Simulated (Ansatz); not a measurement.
KBi₄⁻, 5 atoms. Hardware: 4 threads of Arm Neoverse V2 on a shared host.

In the def2 sets Bi takes a core potential; there is no spin–orbit coupling. Correlated methods freeze 21 core orbitals; core or outer-core shells of K, Bi are correlated, in sets that lack core-valence functions.

Problem. How many basis functions does each of these Ansatz runs have, and roughly what does it cost? HF/def2-TZVPD, charge -1 singlet, energy, from earlier orbitals; CCSD(T)/def2-SVPD, charge -1 singlet, energy, from earlier orbitals; r2SCAN-D4/def2-SVPD, charge -1 singlet, relaxation, 25 steps; MP2/def2-TZVPD, charge -1 singlet, energy, from earlier orbitals; PBE0-D4/def2-TZVPD, charge -1 singlet, energy, from earlier orbitals; ωB97M-V/def2-TZVPD, charge -1 singlet, energy, from earlier orbitals; r2SCAN-D4/def2-TZVPD, charge -1 singlet, energy, from earlier orbitals; PBE-D4/def2-TZVPD, charge -1 singlet, energy and forces, from earlier orbitals; r2SCANh-D4/def2-TZVPD, charge -1 singlet, energy, from earlier orbitals.

Solution. Other jobs shared the machine, so times can vary by a factor of up to 3. A dash marks memory too small to be measured apart from the calling script's.

```json
{"run": "PBE-D4/def2-TZVPD, charge -1 singlet, energy and forces, from earlier orbitals", "functions": "260", "fitting or Cholesky vectors": "1822", "wall time": "7.5 s", "peak host memory (GiB)": "–"}
{"run": "HF/def2-TZVPD, charge -1 singlet, energy, from earlier orbitals", "functions": "260", "fitting or Cholesky vectors": "2745", "wall time": "9.5 s", "peak host memory (GiB)": "1.5"}
{"run": "r2SCAN-D4/def2-TZVPD, charge -1 singlet, energy, from earlier orbitals", "functions": "260", "fitting or Cholesky vectors": "1822", "wall time": "15 s", "peak host memory (GiB)": "0.56"}
{"run": "PBE0-D4/def2-TZVPD, charge -1 singlet, energy, from earlier orbitals", "functions": "260", "fitting or Cholesky vectors": "2167", "wall time": "18 s", "peak host memory (GiB)": "1.3"}
{"run": "r2SCANh-D4/def2-TZVPD, charge -1 singlet, energy, from earlier orbitals", "functions": "260", "fitting or Cholesky vectors": "1886", "wall time": "18 s", "peak host memory (GiB)": "1.3"}
{"run": "MP2/def2-TZVPD, charge -1 singlet, energy, from earlier orbitals", "functions": "260", "fitting or Cholesky vectors": "2449", "wall time": "25 s", "peak host memory (GiB)": "1.3"}
{"run": "ωB97M-V/def2-TZVPD, charge -1 singlet, energy, from earlier orbitals", "functions": "260", "fitting or Cholesky vectors": "2047", "wall time": "54 s", "peak host memory (GiB)": "1.4"}
{"run": "CCSD(T)/def2-SVPD, charge -1 singlet, energy, from earlier orbitals", "functions": "155", "fitting or Cholesky vectors": "1887", "wall time": "2.4 min", "peak host memory (GiB)": "1.9"}
{"run": "r2SCAN-D4/def2-SVPD, charge -1 singlet, relaxation, 25 steps", "functions": "155", "fitting or Cholesky vectors": "1610", "wall time": "2.6 min", "peak host memory (GiB)": "–"}
```
